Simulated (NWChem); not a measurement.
Species: CHOS cation; SMILES [OH+]=C=S

```xyz
4

O     -0.1183     1.6407     0.0000
C      0.0035     0.4198     0.0000
S      0.0224    -1.0742     0.0000
H      0.6846     2.2048     0.0000
```
Atoms are numbered in this order, from 1.

Program: NWChem. Pople sets run with spherical d functions. All runs use the structure optimised with PBE0-D3(BJ)/def2-TZVP. Vzz is the largest principal value of the second derivative of the potential at the nucleus (NWChem prints the opposite sign); η is the asymmetry. Non-relativistic.

```
level          Vzz O1 (a.u.)  η O1  Vzz S3 (a.u.)  η S3
-------------  -------------  ----  -------------  ----
PBE0/cc-pVTZ           1.435  0.54         -0.681  0.39
PBE0/6-31G*            1.460  0.56         -0.921  0.93
PBE/6-31G*             1.408  0.57         -0.901  0.99
PBE/def2-TZVP          1.402  0.55              ?  0.42
```

### Question
Some entries are withheld; supply them.

### Answer

- PBE/def2-TZVP, Vzz S3 (a.u.): -0.731
